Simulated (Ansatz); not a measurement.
Reactions of FH2InOS (`[OH][In]([F])[SH]`).

Calculated with Ansatz (gas phase, PBE0-D4/def2-TZVP geometries, no zero-point term in ΔE). CCSD(T)/CBS adds triple-zeta CCSD(T) − MP2 to the extrapolated MP2 energy (def2 sets, frozen cores). This one scheme is used for every species. def2 core potentials past Kr. For Br, In outer-core shells are correlated without core-valence functions, which leaves a few kJ/mol of doubt a bond. Scalar relativity is left out up to krypton. One conformer a species, not always the lowest.

```csv
reaction,CCSD/CBS(def2) (eV)
`[OH][In]([F])[SH]` + CH₄ → `[CH3][In]([OH])[F]` + H₂S,1.03
`[OH][In]([F])[SH]` + HCl → `[OH][In]([SH])[Cl]` + H–F,-0.63
`[OH][In]([F])[SH]` + HBr → `[OH][In]([SH])[Br]` + H–F,-0.85
`[OH][In]([F])[SH]` + H–F → `[F][In]([F])[SH]` + H₂O,-0.24
```

Q: Give the CCSD(T)/CBS values in the same order. (Best estimate.)

A: Computed: 1.03, -0.63, -0.85, -0.22 eV.

Largest T1 diagnostic: 0.016, for `[F][In]([F])[SH]`.
